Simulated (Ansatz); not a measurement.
`[NH2][Sc]([Cl])[Cl]` + NH₃ → `[NH2][Sc]([NH2])[Cl]` + HCl at 700 K and 1 bar (ligand exchange at the Sc–Cl bond).

Gas-phase electronic energies from Ansatz, PBE0-D4/def2-TZVP geometries. CCSD(T)/CBS is the MP2 limit (def2-TZVPP, def2-QZVPP) plus CCSD(T) − MP2 in def2-TZVPP, frozen cores. This one scheme is used for every species. For Sc outer-core shells are correlated without core-valence functions, which leaves a few kJ/mol of doubt a bond. Scalar relativity is left out up to krypton. One conformer a species, not always the lowest.

| species | CCSD(T)/CBS energy (Eh) | H − E (kJ/mol) | S (J/(mol·K)) |
| --- | --- | --- | --- |
| `[NH2][Sc]([Cl])[Cl]` | -1735.85093 | 131.6 | 432.3 |
| NH₃ | -56.50880 | 116.9 | 226.5 |
| `[NH2][Sc]([NH2])[Cl]` | -1331.93368 | 203.4 | 454.9 |
| HCl | -460.38127 | 38.4 | 211.8 |

H − E and S are ideal-gas, rigid-rotor, harmonic terms from PBE0-D4/def2-TZVP, for one conformer and one mirror image of each species. 1 Eh = 2625.50 kJ/mol, R = 8.31446 J/(mol·K).

**Question.** By hand: ΔE, ΔH, ΔS and ΔG.

**Answer.** ΔE = (-1331.93368) + (-460.38127) − (-1735.85093) − (-56.50880) = 0.04478 Eh = 117.6 kJ/mol. Δ(H − E) = 203.4 + 38.4 − 131.6 − 116.9 = -6.7, so ΔH = 110.9 kJ/mol. ΔS = 454.9 + 211.8 − 432.3 − 226.5 = 7.9 J/(mol·K). ΔG = 110.9 − 700 × (7.9)/1000 = 105.4 kJ/mol.

**Question.** By hand: the equilibrium constant, and the temperature at which ΔG would vanish if ΔH and ΔS stayed fixed.

**Answer.** log₁₀ K = −ΔG/(RT ln 10) = -7.9. ΔG = 0 at ΔH/ΔS = 14038 K, far beyond where these terms or the molecules hold.

The number of gas molecules stays the same, so ΔS is small and ΔH decides. A doubt of 5 kJ/mol in ΔE shifts log₁₀ K by 0.4 here. Other conformers and mirror images would add mixing entropy, several J/(mol·K) or more a flexible species. These are equilibria of isolated gas molecules and say nothing of rates. Largest T1 diagnostic: 0.014 (customary marks: 0.02 for closed shells, 0.045 for open ones).
